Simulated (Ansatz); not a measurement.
Computed with Ansatz on PBE0-D4/def2-TZVP structures; ΔE is electronic, products minus reactants. CCSD(T)/CBS adds triple-zeta CCSD(T) − MP2 to the extrapolated MP2 energy (def2 sets, frozen cores). This one scheme is used for every species. DFT in def2-TZVPP. B3LYP here is the variant with VWN-RPA as its local correlation; programs differ in this. For Ge outer-core shells are correlated without core-valence functions, which leaves a few kJ/mol of doubt a bond. Scalar relativity is left out up to krypton. Each species was taken in one conformer, which may not be the lowest.

`B[CH2][GeH2][F]` + CH₄ → `B[CH2][GeH2][CH3]` + H–F  (formal exchange of groups at a Ge–F bond)

`B[CH2][GeH2][F]`:

```xyz
10

B    -1.150    0.307   -1.089
C     0.231   -0.263   -0.744
Ge    0.548   -0.009    1.178
F     2.132   -0.687    1.447
H    -1.279    1.462   -1.381
H    -2.131   -0.375   -1.004
H     1.076    0.260   -1.199
H     0.332   -1.345   -0.866
H    -0.408   -0.816    2.067
H     0.650    1.466    1.590
```

CH₄:

Z-matrix (Å, degrees):
```
C
H 1 1.090
H 1 1.090 2 109.5
H 1 1.090 2 109.5 3 -120.0
H 1 1.090 2 109.5 3 120.0
```

`B[CH2][GeH2][CH3]`:

```xyz
13

B    -0.481    1.573   -1.210
C     0.102    1.390    0.184
Ge   -0.592   -0.482    0.410
C     0.914   -1.716    0.483
H     0.120    1.189   -2.175
H    -1.586    2.013   -1.360
H     1.184    1.296    0.277
H    -0.324    1.974    0.999
H    -1.509   -0.854   -0.778
H    -1.445   -0.524    1.689
H     1.552   -1.483    1.336
H     0.562   -2.744    0.575
H     1.504   -1.629   -0.431
```

H–F:

```xyz
2

F    -0.159   -0.430   -0.034
H     0.159    0.430    0.034
```

| level | ΔE (kcal/mol) | difference from CCSD(T)/CBS |
| --- | --- | --- |
| PBE-D4 | 17.1 | 0.4 |
| r2SCAN-D4 | 19.7 | 3.0 |
| PBE0-D4 | 16.9 | 0.2 |
| B3LYP-D4 | 20.3 | 3.6 |
| ωB97X-V | 20.3 | 3.6 |
| ωB97M-V | 19.0 | 2.3 |
| B2PLYP | 20.6 | 3.9 |
| PBE | 18.3 | 1.6 |
| r2SCAN | 20.0 | 3.3 |
| PBE0 | 17.9 | 1.2 |
| B3LYP | 22.2 | 5.5 |
| HF/def2-TZVPP | 26.2 | 9.5 |
| MP2/def2-TZVPP | 16.2 | -0.5 |
| SCS-MP2/def2-TZVPP | 18.8 | 2.1 |
| CCSD/def2-TZVPP | 18.0 | 1.3 |
| CCSD(T)/def2-TZVPP | 17.1 | 0.4 |
| HF/def2-QZVPP | 26.7 | 10.0 |
| MP2/def2-QZVPP | 16.3 | -0.4 |
| SCS-MP2/def2-QZVPP | 18.9 | 2.2 |
| HF/CBS(def2) | 26.8 | 10.1 |
| MP2/CBS(def2) | 15.9 | -0.8 |
| CCSD/CBS(def2) | 17.6 | 0.9 |
| CCSD(T)/CBS | 16.7 | 0 |

Largest T1 diagnostic among the species: 0.012.

In def2-TZVPP, CCSD(T) changes the Hartree–Fock value by −9.1 kcal/mol (the triples alone add −0.9 kcal/mol) and MP2 by −9.9 kcal/mol. The D4 term adds −1.8 kcal/mol with B3LYP and −1.0 kcal/mol with PBE0; it sums over pairs of atoms, weighted by their polarisabilities, and B3LYP, whose exchange is more repulsive, gets the larger term.
